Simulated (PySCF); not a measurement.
Compound: C5H7FO2.
Geometry (PBE0-D3(BJ)/def2-SVP, Å), atoms numbered from 1 in this order:
```xyz
15
C5H7FO2 angstrom
C      3.8001    0.7872    0.2306
C      2.7078    0.0794   -0.0355
O      1.4648    0.6209    0.1666
C      0.3795   -0.1381   -0.1007
O      0.4364   -1.2639   -0.5138
C     -0.8842    0.6143    0.1894
C     -2.1142   -0.2109   -0.1139
F     -3.2357    0.5207    0.1777
H      3.7408    1.8079    0.6142
H      4.7811    0.3421    0.0638
H      2.6976   -0.9435   -0.4189
H     -0.8745    0.9250    1.2470
H     -0.8838    1.5481   -0.3960
H     -2.1373   -0.4994   -1.1772
H     -2.1194   -1.1357    0.4852
```

Level: CAM-B3LYP/def2-SVPD in PySCF, non-relativistic, on one gas-phase PBE0-D3(BJ)/def2-SVP geometry that isn't relaxed in the solvent. The solvent is an IEF-PCM continuum (cavity from Bondi-type radii × 1.2), and excitations are vertical TDDFT with non-equilibrium linear response and a frozen core. Specific hydrogen bonds and non-electrostatic terms are outside this model.

```csv
run,E − E(gas) (kcal/mol),HOMO (eV),HOMO–LUMO gap (eV),dipole (D),lowest singlet (eV),static polarisability (au)
gas,0.00,-8.95,9.31,1.82,5.89,70.9
P,-2.85,-8.86,9.30,2.01,5.94,79.3
Q,-5.31,-8.82,9.30,2.17,5.99,88.1
```

The runs were made in benzene and dichloromethane. Which run belongs to which solvent?

P = benzene, Q = dichloromethane. The dielectric constants are 2.271 (benzene), 8.93 (dichloromethane), and the energy falls further as ε rises. The optical constants n² used for the excitations are 2.25, 2.03 in the same order. In this model the ground state sees the solvent through ε alone.

How constant is the ratio of the lowering to (ε − 1)/(2ε + 1)?

| solvent | (ε − 1)/(2ε + 1) | E − E(gas) (kcal/mol) | ratio (kcal/mol) | polarisation term (kcal/mol) |
| --- | --- | --- | --- | --- |
| benzene | 0.229 | -2.85 | -12.4 | -2.99 |
| dichloromethane | 0.420 | -5.31 | -12.6 | -5.81 |

The ratio changes by +1.6 % in size from benzene to dichloromethane. The polarisation term is half the interaction of the solute with the induced surface charges.
